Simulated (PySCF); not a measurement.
These are B3LYP-D3(BJ)/def2-TZVP // PBE0-D4/def2-TZVP in PySCF values and carry that method's errors. All species are isolated molecules in the gas phase. One relaxed conformer stands for a flexible species; it need not be the lowest. B3LYP has the VWN-RPA correlation part, as in Gaussian. Excitations are Tamm–Dancoff values on a coarser integration grid. The basis has no diffuse functions, so Rydberg states are missing or too high.

Reference species (SMILES): `[NH2][Ga]([NH2])[NH2]` (neutral, multiplicity 1).

```json
{
 "S1 oscillator strength": "0.009",
 "S1–T1 gap (TDA)": "0.44 eV"
}
```

Changed species: `[NH2][Ga]([F])[NH2]` (2 of 3 F replaced by NH2; the reference has 3 of 3 F replaced by NH2).

**Question.** Give the shifts of the S1 oscillator strength and S1–T1 gap (TDA).

**Answer.** the S1 oscillator strength is nearly the same; the S1–T1 gap (TDA) goes up by 0.06 eV, to 0.50 eV.
